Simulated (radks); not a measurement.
Results of a calculation; reference values are marked as such.
Neutral titanium, 22 electrons, occupied as [Ar] 3d2 4s0.5 4p1.5 (fractional occupations, a model configuration).

Level of theory: scalar-relativistic Kohn-Sham, PBEsol, spin-polarised, spherical densities, point nucleus; open shells are filled with parallel spins first (a radial shooting solver on a logarithmic mesh with Libxc functionals).

Energy parts (Ry):
total: -1704.98522
kinetic: 1719.13963
electron-nucleus: -4053.34062
Hartree: 711.13068
exchange-correlation: -81.91491

Orbitals (lengths in bohr, moments of r in powers of bohr; <r^-3> diverges for s and p1/2; r(max) is where P^2 peaks):
\begin{tabular}{lrrrrr}
orbital & occ. & eigenvalue (Ry) & <r^-3> & <1/r> & r(max) \\ \hline
1s up & 1 & -357.5253 & - & 21.78 & 0.04559 \\
1s down & 1 & -357.5229 & - & 21.78 & 0.04559 \\
2s up & 1 & -39.53765 & - & 4.541 & 0.2692 \\
2s down & 1 & -39.49351 & - & 4.544 & 0.2691 \\
2p up & 3 & -32.74874 & 264.1 & 4.446 & 0.2196 \\
2p down & 3 & -32.71336 & 264.5 & 4.449 & 0.2195 \\
3s up & 1 & -4.76524 & - & 1.396 & 0.8698 \\
3s down & 1 & -4.62869 & - & 1.396 & 0.8698 \\
3p up & 3 & -3.02526 & 30.43 & 1.264 & 0.9021 \\
3p down & 3 & -2.88750 & 30.42 & 1.264 & 0.9020 \\
3d up & 2 & -0.48122 & 1.988 & 0.8829 & 0.9792 \\
4s up & 0.5 & -0.44526 & - & 0.3888 & 2.834 \\
3d down & 0 & -0.33432 & 2.039 & 0.8956 & 0.9773 \\
4p up & 1.5 & -0.19723 & 1.691 & 0.2976 & 3.577 \\
\end{tabular}

The highest occupied level is 4p up at -2.684 eV. The configuration is held as typed, so some empty levels lie below it. The density falls to 0.001 e/bohr^3 at r = 5.09 bohr. Spin moment in Bohr magnetons: 4.
